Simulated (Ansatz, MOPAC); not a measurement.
Diatomic HfN, multiplicity 2 (lowest of 2S+1 = 2, 4, 6, 8 at CCSD(T)/def2-TZVPP on PBE0 minima; our sources give no spin for the ground state, which may be another). No spin–orbit coupling. The T1 diagnostic near the minimum is 0.053, so single-reference values are doubtful.

Constants: fifth-degree fit in 1/R to seven points, most abundant isotopes. Runs in def2 and cc sets follow the lowest solution found near the PBE0 minimum.

The state that PM6 reach isn't checked.

Programs: Ansatz (a program for electronic structure) with Gaussian orbitals; MOPAC for PM6 (differences of heats of formation). Values without a source in brackets are computed. In def2 rows elements past Kr take small-core potentials, without spin–orbit coupling.

Question: What bond length and harmonic frequency does PM6 give?

Answer: r_e = 1.679 Å, ω_e = 953 cm⁻¹.

Question: What bond length and harmonic frequency does SVWN5/def2-TZVPP give?

Answer: r_e = 1.728 Å, ω_e = 952 cm⁻¹.

Question: What bond length and harmonic frequency does r2SCAN/def2-TZVPP give?

Answer: r_e = 1.726 Å, ω_e = 987 cm⁻¹.
